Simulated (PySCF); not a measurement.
Record of a relaxation.

Species: ClFH4OSi2.
SMILES with atom numbers: `[F:1][SiH2:2][O:3][SiH2:4][Cl:5]` (hydrogens: H6, H7 on Si2; H8, H9 on Si4)

Computed by this run: PySCF, PBE0-D3(BJ)/def2-SVP geometry optimisation, gas phase; density fitting, grid level 1; the optimiser is geomeTRIC in internal coordinates, started from a GFN2-xTB structure with every atom displaced at random (about 0.01 Å). The frame can shift and turn from step to step; on so coarse a grid that alone can change the energy by a few meV, and forces under 0.02 eV/Å are noise.

Step 0: E = -33083.6430 eV, largest atomic force 2.314 eV/Å
```
atom  x, y, z in Å  |  force x, y, z in eV/Å
F1     -1.597    1.756   -0.578   -0.368   1.626  -0.493
Si2    -1.587    0.261   -0.064    0.024  -0.173   0.101
O3     -0.074   -0.225   -0.222    2.126  -0.650   0.006
Si4     1.586   -0.317   -0.054   -2.173   0.524  -0.596
Cl5     1.943   -0.973    1.789    0.516  -0.477   1.478
H6     -2.353   -0.527   -0.998   -0.791  -0.501  -0.279
H7     -1.944    0.307    1.338   -0.474  -0.182   0.679
H8      2.133    1.014   -0.234    0.448   0.535  -0.123
H9      1.951   -1.313   -1.010    0.693  -0.701  -0.775
```

Step 1: E = -33083.9360 eV, largest atomic force 0.376 eV/Å
```
atom  x, y, z in Å  |  force x, y, z in eV/Å
F1     -1.667    1.869   -0.605    0.067  -0.276   0.086
Si2    -1.594    0.327   -0.096    0.023   0.164  -0.043
O3     -0.048   -0.221   -0.237   -0.194   0.064  -0.032
Si4     1.578   -0.368   -0.053    0.070  -0.080   0.304
Cl5     2.011   -1.031    1.872   -0.085   0.121  -0.346
H6     -2.480   -0.477   -0.970    0.060  -0.010  -0.040
H7     -2.025    0.301    1.322    0.048   0.013   0.041
H8      2.229    0.953   -0.233    0.013   0.011   0.001
H9      2.072   -1.381   -1.017   -0.004  -0.008   0.029
```

Step 2: E = -33083.9431 eV, largest atomic force 0.199 eV/Å
```
atom  x, y, z in Å  |  force x, y, z in eV/Å
F1     -1.656    1.862   -0.579    0.002  -0.088   0.037
Si2    -1.596    0.319   -0.088    0.013   0.067   0.004
O3     -0.054   -0.223   -0.240   -0.034  -0.001  -0.052
Si4     1.572   -0.360   -0.061    0.042  -0.043   0.190
Cl5     2.003   -0.999    1.862   -0.032   0.059  -0.157
H6     -2.471   -0.477   -0.982    0.008  -0.001  -0.006
H7     -2.016    0.279    1.333    0.008   0.004   0.004
H8      2.223    0.960   -0.253   -0.004   0.003  -0.016
H9      2.069   -1.386   -1.008   -0.001   0.000  -0.002
```

Step 3: E = -33083.9450 eV, largest atomic force 0.072 eV/Å
```
atom  x, y, z in Å  |  force x, y, z in eV/Å
F1     -1.653    1.858   -0.536   -0.019   0.046  -0.001
Si2    -1.597    0.308   -0.080    0.003  -0.010   0.036
O3     -0.057   -0.230   -0.246    0.017  -0.032  -0.062
Si4     1.571   -0.354   -0.069    0.014   0.002   0.050
Cl5     2.008   -0.952    1.855    0.008   0.005  -0.002
H6     -2.468   -0.468   -0.994   -0.010  -0.003   0.008
H7     -2.012    0.241    1.342   -0.009  -0.011  -0.002
H8      2.212    0.966   -0.290   -0.004   0.001  -0.019
H9      2.070   -1.395   -0.999    0.000   0.001  -0.009
```

Step 4: E = -33083.9462 eV, largest atomic force 0.115 eV/Å
```
atom  x, y, z in Å  |  force x, y, z in eV/Å
F1     -1.652    1.860   -0.470   -0.017   0.104  -0.017
Si2    -1.598    0.296   -0.068   -0.007  -0.056   0.053
O3     -0.060   -0.239   -0.255    0.041  -0.038  -0.063
Si4     1.571   -0.348   -0.083   -0.016   0.037  -0.069
Cl5     2.021   -0.890    1.848    0.032  -0.029   0.107
H6     -2.469   -0.449   -1.007   -0.015   0.000   0.013
H7     -2.009    0.183    1.352   -0.013  -0.015  -0.004
H8      2.201    0.970   -0.346   -0.003  -0.001  -0.013
H9      2.071   -1.410   -0.989   -0.002   0.000  -0.007
```

Step 5: E = -33083.9483 eV, largest atomic force 0.231 eV/Å
```
atom  x, y, z in Å  |  force x, y, z in eV/Å
F1     -1.645    1.866   -0.329   -0.003   0.106  -0.035
Si2    -1.597    0.278   -0.042   -0.018  -0.079   0.060
O3     -0.065   -0.258   -0.277    0.048  -0.034  -0.059
Si4     1.569   -0.339   -0.114   -0.052   0.063  -0.199
Cl5     2.045   -0.771    1.833    0.049  -0.050   0.220
H6     -2.479   -0.396   -1.025   -0.013   0.011   0.013
H7     -2.001    0.066    1.369   -0.009  -0.013  -0.004
H8      2.178    0.969   -0.461    0.001  -0.002   0.003
H9      2.071   -1.441   -0.970   -0.003  -0.001   0.002
```

Step 6: E = -33083.9497 eV, largest atomic force 0.134 eV/Å
```
atom  x, y, z in Å  |  force x, y, z in eV/Å
F1     -1.641    1.868   -0.331    0.004   0.053  -0.017
Si2    -1.596    0.277   -0.042   -0.013  -0.035   0.046
O3     -0.065   -0.262   -0.281    0.021  -0.026  -0.056
Si4     1.569   -0.340   -0.116   -0.034   0.043  -0.116
Cl5     2.042   -0.773    1.836    0.028  -0.029   0.128
H6     -2.485   -0.392   -1.020   -0.005   0.003   0.006
H7     -1.998    0.065    1.370   -0.002  -0.005  -0.002
H8      2.176    0.970   -0.461    0.002  -0.003   0.006
H9      2.074   -1.440   -0.972   -0.002  -0.002   0.005
```

Step 7: E = -33083.9521 eV, largest atomic force 0.064 eV/Å
```
atom  x, y, z in Å  |  force x, y, z in eV/Å
F1     -1.623    1.870   -0.300    0.008  -0.039   0.009
Si2    -1.592    0.273   -0.035   -0.003   0.041   0.024
O3     -0.069   -0.278   -0.304   -0.016  -0.016  -0.060
Si4     1.565   -0.339   -0.130    0.003   0.004   0.045
Cl5     2.030   -0.747    1.839   -0.008   0.007  -0.028
H6     -2.505   -0.368   -1.011    0.008  -0.003  -0.005
H7     -1.980    0.036    1.377    0.007   0.010   0.002
H8      2.164    0.972   -0.485    0.003  -0.002   0.008
H9      2.084   -1.445   -0.969   -0.001  -0.003   0.006
```

Step 8: E = -33083.9538 eV, largest atomic force 0.120 eV/Å
```
atom  x, y, z in Å  |  force x, y, z in eV/Å
F1     -1.601    1.871   -0.256    0.006  -0.067   0.018
Si2    -1.588    0.267   -0.027    0.001   0.066   0.017
O3     -0.074   -0.296   -0.329   -0.029  -0.012  -0.064
Si4     1.560   -0.338   -0.145    0.023  -0.012   0.117
Cl5     2.014   -0.710    1.838   -0.023   0.020  -0.091
H6     -2.521   -0.340   -1.004    0.011  -0.006  -0.009
H7     -1.960    0.001    1.384    0.009   0.015   0.002
H8      2.150    0.972   -0.516    0.003  -0.002   0.005
H9      2.094   -1.454   -0.961   -0.001  -0.003   0.004
```

Step 9: E = -33083.9517 eV, largest atomic force 0.468 eV/Å
```
atom  x, y, z in Å  |  force x, y, z in eV/Å
F1     -1.363    1.817    0.157   -0.008  -0.228   0.017
Si2    -1.525    0.203    0.045   -0.081   0.163   0.035
O3     -0.125   -0.417   -0.573   -0.039   0.057  -0.007
Si4     1.495   -0.315   -0.277    0.155  -0.033   0.440
Cl5     1.791   -0.334    1.793   -0.053   0.014  -0.442
H6     -2.622   -0.085   -0.905    0.006  -0.011  -0.039
H7     -1.769   -0.342    1.403    0.001   0.052   0.002
H8      2.047    0.957   -0.803    0.002  -0.012  -0.001
H9      2.147   -1.512   -0.857    0.016  -0.002  -0.006
```

Step 10: E = -33083.9616 eV, largest atomic force 0.221 eV/Å
```
atom  x, y, z in Å  |  force x, y, z in eV/Å
F1     -1.499    1.855   -0.033   -0.019  -0.097   0.040
Si2    -1.566    0.235    0.012    0.014   0.083  -0.005
O3     -0.097   -0.359   -0.439   -0.033   0.007  -0.038
Si4     1.535   -0.329   -0.211    0.038  -0.025   0.216
Cl5     1.935   -0.513    1.816   -0.034   0.023  -0.189
H6     -2.574   -0.210   -0.978    0.017  -0.011  -0.015
H7     -1.883   -0.175    1.401    0.011   0.021   0.001
H8      2.099    0.963   -0.674    0.005  -0.001  -0.005
H9      2.125   -1.494   -0.911    0.001  -0.001  -0.004
```

Step 11: E = -33083.9637 eV, largest atomic force 0.143 eV/Å
```
atom  x, y, z in Å  |  force x, y, z in eV/Å
F1     -1.487    1.841    0.048   -0.012  -0.060   0.007
Si2    -1.563    0.223    0.026    0.011   0.045  -0.001
O3     -0.101   -0.365   -0.457   -0.020   0.022  -0.021
Si4     1.532   -0.321   -0.229    0.018  -0.022   0.140
Cl5     1.932   -0.444    1.799   -0.018   0.014  -0.117
H6     -2.576   -0.178   -0.977    0.010  -0.009  -0.010
H7     -1.878   -0.238    1.400    0.008   0.009   0.005
H8      2.091    0.958   -0.731    0.002  -0.001  -0.001
H9      2.126   -1.503   -0.896    0.001   0.001  -0.002
```

Step 12: E = -33083.9644 eV, largest atomic force 0.037 eV/Å
```
atom  x, y, z in Å  |  force x, y, z in eV/Å
F1     -1.515    1.837    0.056    0.003  -0.005  -0.009
Si2    -1.569    0.220    0.026    0.001  -0.016   0.007
O3     -0.097   -0.353   -0.442   -0.005   0.032  -0.019
Si4     1.537   -0.316   -0.224   -0.003  -0.018   0.013
Cl5     1.955   -0.435    1.793    0.002   0.008   0.004
H6     -2.563   -0.192   -0.991   -0.001  -0.002  -0.001
H7     -1.892   -0.245    1.397    0.002  -0.001   0.003
H8      2.098    0.959   -0.737   -0.002   0.002   0.001
H9      2.120   -1.501   -0.896    0.002   0.001   0.001
```

Step 13: E = -33083.9646 eV, largest atomic force 0.030 eV/Å
```
atom  x, y, z in Å  |  force x, y, z in eV/Å
F1     -1.517    1.835    0.053    0.000   0.000  -0.007
Si2    -1.569    0.218    0.025    0.000  -0.016   0.009
O3     -0.097   -0.353   -0.444    0.001   0.023  -0.019
Si4     1.537   -0.314   -0.223   -0.002  -0.010   0.008
Cl5     1.952   -0.431    1.796    0.001   0.004   0.006
H6     -2.563   -0.196   -0.992    0.000  -0.003   0.001
H7     -1.889   -0.247    1.396    0.000   0.000   0.000
H8      2.098    0.961   -0.734   -0.001   0.002  -0.001
H9      2.123   -1.499   -0.893    0.001   0.000   0.003
```

**Question.** Summarise the path.

**Answer.** The energy falls by 0.3216 eV from step 0 to step 13; nine tenths of that is first reached at step 1. It rises by more than 0.2 meV at step 9. The largest force goes from 2.314 to 0.030 eV/Å. Among the bonds Si4–Cl5 changes most, from 1.989 to 2.064 Å; the atoms move by 0.398 Å rms after alignment.

**Question.** Follow the three bonds and two angles with the largest change from start to end.

**Answer.** 
| step | E above end (eV) | largest force (eV/Å) | Si4–Cl5 (Å) | Si4–H9 (Å) | Si2–O3 (Å) | Si2–O3–Si4 (°) | H6–Si2–H7 (°) |
| --- | --- | --- | --- | --- | --- | --- | --- |
| 0 | 0.3216 | 2.314 | 1.989 | 1.428 | 1.597 | 161.5 | 120.9 |
| 1 | 0.0285 | 0.376 | 2.082 | 1.483 | 1.646 | 161.7 | 112.4 |
| 2 | 0.0214 | 0.199 | 2.071 | 1.482 | 1.641 | 161.4 | 113.4 |
| 3 | 0.0195 | 0.072 | 2.062 | 1.482 | 1.640 | 160.9 | 113.8 |
| 4 | 0.0183 | 0.115 | 2.056 | 1.483 | 1.639 | 160.2 | 113.9 |
| 5 | 0.0163 | 0.231 | 2.050 | 1.483 | 1.640 | 158.5 | 113.8 |
| 6 | 0.0148 | 0.134 | 2.055 | 1.483 | 1.641 | 158.2 | 113.6 |
| 7 | 0.0125 | 0.064 | 2.064 | 1.482 | 1.642 | 156.5 | 113.4 |
| 8 | 0.0108 | 0.120 | 2.068 | 1.482 | 1.643 | 154.6 | 113.3 |
| 9 | 0.0129 | 0.468 | 2.092 | 1.481 | 1.651 | 137.9 | 113.2 |
| 10 | 0.0029 | 0.221 | 2.074 | 1.482 | 1.647 | 146.9 | 113.4 |
| 11 | 0.0008 | 0.143 | 2.071 | 1.482 | 1.648 | 146.0 | 113.5 |
| 12 | 0.0001 | 0.037 | 2.064 | 1.482 | 1.647 | 147.2 | 113.7 |
| 13 | 0.0000 | 0.030 | 2.064 | 1.482 | 1.647 | 147.1 | 113.7 |

The cost below is that of the whole optimisation. Hardware: an Arm Neoverse V2 with one thread, on a shared host. Cost: 52 s of wall time, 0.42 GiB resident at most.
